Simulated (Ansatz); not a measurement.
Geometry optimisation, Ansatz, RKS LDA/6-31G*.

Input:

```yaml
crystal:
  periodic: [false, false, false]
  atoms:
    - { symbol: B, position_ang: [-1.07877, 0.46807, -0.69764] }
    - { symbol: "N", position_ang: [0.05113, -0.00419, 0.03899] }
    - { symbol: Al, position_ang: [0.21541, -1.8022, -0.27308] }
    - { symbol: Al, position_ang: [0.86258, 1.34482, 0.97314] }
    - { symbol: H, position_ang: [-1.38798, 1.61025, -0.65138] }
    - { symbol: H, position_ang: [-1.70144, -0.30369, -1.35552] }
    - { symbol: H, position_ang: [1.50111, -2.32714, -0.949] }
    - { symbol: H, position_ang: [-0.88772, -2.78062, 0.16844] }
    - { symbol: H, position_ang: [1.17592, 1.1338, 2.4709] }
    - { symbol: H, position_ang: [1.24977, 2.6609, 0.27516] }
basis:
  gaussian: { orbitals: "6-31G*" }
hamiltonian:
  xc: lda
relax:
  f_tol: 0.015
  max_steps: 40
```

Command:

```bash
$ ansatz run input.yaml --threads 1 --pin off --max-ram 2048MiB --backend cpu --events-out ev --progress --plain --runs-dir out
```

Where does it end, and by what steps?

It converged. After 14 steps the energy has fallen by 0.474 eV; H10 moved furthest, 1.03 Å. Joined: B1–Al3.

```tsv
step	energy less start (eV)	largest force component (eV/Å)	accepted
0	0.0000	1.405	yes
1	-0.1613	0.548	yes
2	-0.1872	0.253	yes
3	-0.2345	0.281	yes
4	-0.3070	0.375	yes
5	-0.3957	0.375	yes
6	-0.4285	0.341	yes
7	-0.4593	0.223	yes
8	-0.4714	0.121	yes
9	-0.4731	0.085	yes
10	-0.4737	0.019	yes
11	-0.4742	0.016	yes
12	-0.4743	0.015	yes
13	-0.4742	0.064	no
14	-0.4743	0.006	yes
```

```xyz
10
Properties=species:S:1:pos:R:3
B -0.760 0.372 -0.877
N 0.123 0.128 0.159
Al -0.049 -1.678 -0.262
Al 0.852 1.407 1.202
H -1.216 1.407 -1.303
H -1.167 -0.675 -1.491
H 1.048 -2.306 -1.240
H -1.124 -2.521 0.565
H 1.839 0.945 2.371
H 0.454 2.921 0.878
```

Whether the end is a true minimum wasn't checked by a vibrational analysis.

Run time: 33 s on 1 thread of Arm Neoverse V1, with other jobs on the host, peak memory 0.12 GiB.
